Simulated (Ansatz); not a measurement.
`[F][GaH][SH]` + H₂S → `[SH][GaH][SH]` + H–F at 298.15 K and 1 bar (ligand exchange at a Ga–F bond).

Isolated molecules relaxed with PBE0-D4/def2-TZVP in Ansatz; ΔE leaves out vibrations. CBS: MP2 limit from def2 TZ/QZ plus the TZ coupled-cluster correction, frozen cores. This one scheme is used for every species. For Ga outer-core shells are correlated without core-valence functions, which leaves a few kJ/mol of doubt a bond. Scalar relativity is left out up to krypton. Each species was taken in one conformer, which may not be the lowest.

| species | CCSD(T)/CBS energy (Eh) | H − E (kJ/mol) | S (J/(mol·K)) |
| --- | --- | --- | --- |
| `[F][GaH][SH]` | -2422.78377 | 63.4 | 303.4 |
| H₂S | -398.97279 | 49.9 | 205.7 |
| `[SH][GaH][SH]` | -2721.36398 | 85.6 | 318.4 |
| H–F | -100.39570 | 33.5 | 173.6 |

H − E and S are ideal-gas, rigid-rotor, harmonic terms from PBE0-D4/def2-TZVP, for one conformer and one mirror image of each species. 1 Eh = 2625.50 kJ/mol, R = 8.31446 J/(mol·K).

Q: By hand: ΔE, ΔH, ΔS and ΔG.

A: ΔE = (-2721.36398) + (-100.39570) − (-2422.78377) − (-398.97279) = -0.00312 Eh = -8.2 kJ/mol. Δ(H − E) = 85.6 + 33.5 − 63.4 − 49.9 = 5.8, so ΔH = -2.4 kJ/mol. ΔS = 318.4 + 173.6 − 303.4 − 205.7 = -17.1 J/(mol·K). ΔG = -2.4 − 298.15 × (-17.1)/1000 = 2.7 kJ/mol.

Q: By hand: the equilibrium constant, and the temperature at which ΔG would vanish if ΔH and ΔS stayed fixed.

A: log₁₀ K = −ΔG/(RT ln 10) = -0.5. ΔG = 0 at ΔH/ΔS = 140 K, though so small a ΔH makes that figure unsure.

TΔS isn't small against ΔH here. The sign of ΔG lies within the doubt. A doubt of 5 kJ/mol in ΔE shifts log₁₀ K by 0.9 here. Other conformers and mirror images would add mixing entropy, several J/(mol·K) or more a flexible species. These are equilibria of isolated gas molecules and say nothing of rates. Largest T1 diagnostic: 0.014 (customary marks: 0.02 for closed shells, 0.045 for open ones).
